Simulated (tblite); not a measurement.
C6H9N3.
Numbering: `[CH2:1]=[CH:2][CH2:3][n:4]1[n:5][cH:6][c:7]([CH3:8])[n:9]1` (hydrogens: H10, H11 on C1; H12 on C2; H13, H14 on C3; H15 on C6; H16, H17, H18 on C8)

Computed geometry: GFN2-xTB, gas phase.

Question: Give the optimised bond lengths and angles.

Answer: 
```json
{"bond": "C1=C2", "length (pm)": "131.8", "order": "double"}
{"bond": "C2–C3", "length (pm)": "150.2", "order": "single"}
{"bond": "C3–N4", "length (pm)": "143.7", "order": "single"}
{"bond": "N4–N5", "length (pm)": "130.9", "order": "aromatic"}
{"bond": "N5–C6", "length (pm)": "132.5", "order": "aromatic"}
{"bond": "C6–C7", "length (pm)": "140.2", "order": "aromatic"}
{"bond": "C7–C8", "length (pm)": "148.4", "order": "single"}
{"bond": "C7–N9", "length (pm)": "133.0", "order": "aromatic"}
{"bond": "N4–N9", "length (pm)": "131.2", "order": "aromatic"}
{"bond": "C1–H10", "length (pm)": "107.6", "order": "single"}
{"bond": "C1–H11", "length (pm)": "107.8", "order": "single"}
{"bond": "C2–H12", "length (pm)": "108.2", "order": "single"}
{"bond": "C3–H13, C3–H14", "length (pm)": "109.3", "order": "single"}
{"bond": "C6–H15", "length (pm)": "107.0", "order": "single"}
{"bond": "C8–H16, C8–H17, C8–H18", "length (pm)": "108.8", "order": "single"}
```

Bonds in one row agree within 1 pm and their mean is given. Orders are formal, as drawn. A selection of angles:
```json
{"angle": "C2–C1–H10", "degrees": "121.9"}
{"angle": "C2–C1–H11", "degrees": "121.7"}
{"angle": "H10–C1–H11", "degrees": "116.3"}
{"angle": "C1–C2–C3", "degrees": "123.9"}
{"angle": "C1–C2–H12", "degrees": "121.3"}
{"angle": "C3–C2–H12", "degrees": "114.7"}
{"angle": "C2–C3–N4", "degrees": "110.8"}
{"angle": "C2–C3–H13", "degrees": "110.7"}
{"angle": "C2–C3–H14", "degrees": "109.9"}
{"angle": "N4–C3–H13", "degrees": "107.8"}
{"angle": "H13–C3–H14", "degrees": "110.3"}
{"angle": "C3–N4–N5", "degrees": "122.4"}
{"angle": "C3–N4–N9", "degrees": "122.6"}
{"angle": "N5–N4–N9", "degrees": "115.0"}
{"angle": "N4–N5–C6", "degrees": "104.6"}
{"angle": "N5–C6–C7", "degrees": "108.3"}
{"angle": "N5–C6–H15", "degrees": "121.7"}
{"angle": "C7–C6–H15", "degrees": "129.9"}
{"angle": "C6–C7–C8", "degrees": "129.5"}
{"angle": "C6–C7–N9", "degrees": "107.1"}
{"angle": "C8–C7–N9", "degrees": "123.4"}
{"angle": "C7–C8–H16", "degrees": "110.2"}
{"angle": "H16–C8–H17", "degrees": "108.6"}
{"angle": "H16–C8–H18", "degrees": "108.1"}
{"angle": "N4–N9–C7", "degrees": "105.0"}
```

Torsions: C1–C2–C3–N4 124° (anticlinal); C2–C3–N4–N5 -92° (anticlinal). The mirror-image conformer, all signs reversed, is as good.

Of the pairs four or more bonds apart, H11···H13 is among the closest relative to their van der Waals radii: 2.43 Å, 101 % of the sum of Bondi's values. The 5-membered ring N4–N5–C6–C7–N9 has internal angles of 104.6° to 115.0° (sum 540°, against 540° for a flat polygon); it is planar, 0.00 Å rms from its mean plane, widest ring torsion 0°. N4 (pyrrole-type nitrogen) is planar (angles 122.6°, 122.4° and 115.0°, sum 360.0°, 0.01 Å off the plane of its three neighbours). The C–N distances run from 1.325 Å (N5–C6, aromatic) to 1.437 Å (C3–N4, drawn single), a spread of 0.112 Å. The 4 C–C bonds span 1.318 Å (C1=C2, drawn double) to 1.502 Å (C2–C3, drawn single), a spread of 0.184 Å. N9 (pyridine-type nitrogen) is bent (angle 105.0°).

Point group: C1 (no symmetry element, even within 0.4 Å). GFN2-xTB frequencies show an imaginary mode (40i cm⁻¹), so the point is no minimum at that level.
